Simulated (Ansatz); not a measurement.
Ansatz (a quantum-chemistry and plane-wave program) input (RI-MP2/aug-cc-pVTZ):
A basis named .json is the Basis Set Exchange file of that set.

Ansatz 0.2 input:
```yaml
crystal:
  periodic: [false, false, false]
  atoms:
    - {symbol: F, position_ang: [-2.81483226, -0.74722717, 0.13039855]}
    - {symbol: C, position_ang: [-1.63410226, -0.39591807, -0.37828694]}
    - {symbol: F, position_ang: [-1.80897369, 0.63843262, -1.20165294]}
    - {symbol: F, position_ang: [-1.14523118, -1.42766289, -1.06923123]}
    - {symbol: C, position_ang: [-0.67549024, -0.01945831, 0.79016995]}
    - {symbol: F, position_ang: [-0.43510202, -1.13868581, 1.49806497]}
    - {symbol: F, position_ang: [-1.32458688, 0.86128935, 1.57720002]}
    - {symbol: C, position_ang: [0.69250244, 0.64864073, 0.42513505]}
    - {symbol: F, position_ang: [0.45502417, 1.87549023, -0.07488140]}
    - {symbol: F, position_ang: [1.36883839, 0.77531655, 1.58400612]}
    - {symbol: C, position_ang: [1.62072159, -0.09895507, -0.57759133]}
    - {symbol: F, position_ang: [2.80830113, 0.50567858, -0.59696467]}
    - {symbol: F, position_ang: [1.10495711, -0.06184066, -1.80783758]}
    - {symbol: F, position_ang: [1.78918421, -1.37033031, -0.21205301]}
basis:
  gaussian:
    orbitals: aug-cc-pVTZ
    fitting: {mean_field: def2-universal-jkfit, correlation: aug-cc-pVTZ-RIFIT.json}
total_charge: 1
magnetization: {spin_polarized: true, initial_magnetization: 1}
correlation: {method: mp2, electrons: outside_noble_gas}
```

Output:

```
Functional definition: HF
integrals: 3.17 GiB planned
1070 factors; integrals over basis functions are off by at most 8.9e-1 eV
3.27 GiB of device memory are held for the factors and their scratch space
mean field: 5.76 GiB planned
mean field evaluation 1: about -31166.4964 eV, gradient 6.0e1 eV
mean field evaluation 2: about -31172.0931 eV, gradient 4.8e1 eV
mean field evaluation 4: about -31178.4963 eV, gradient 2.0e0 eV
mean field evaluation 8: about -31178.5482 eV, gradient 2.1e-2 eV
mean field evaluation 16: about -31178.3376 eV, gradient 1.5e0 eV
mean field evaluation 32: about -31172.0954 eV, gradient 4.8e1 eV
mean field -31178.54816823 eV, -1145.7905116036 hartree, gradient 2.3e-6 eV, S^2 0.768753; 3 other end points of the search recorded, 0 dependent functions left out
14 core orbitals not correlated
1484 factors; their error is unknown
reference -31178.54816823 eV, -1145.7905116036 hartree; 43, 42 occupied and 587, 588 virtual orbitals, 1484 factors
second order -87.50041573 eV of doubles, -0.00000000 eV of singles
Total energy: -31266.04858396 eV, -1149.0060925717 hartree
```

This state (charge 1, doublet) is run at the relaxed geometry of the species with charge 0 and multiplicity 1.
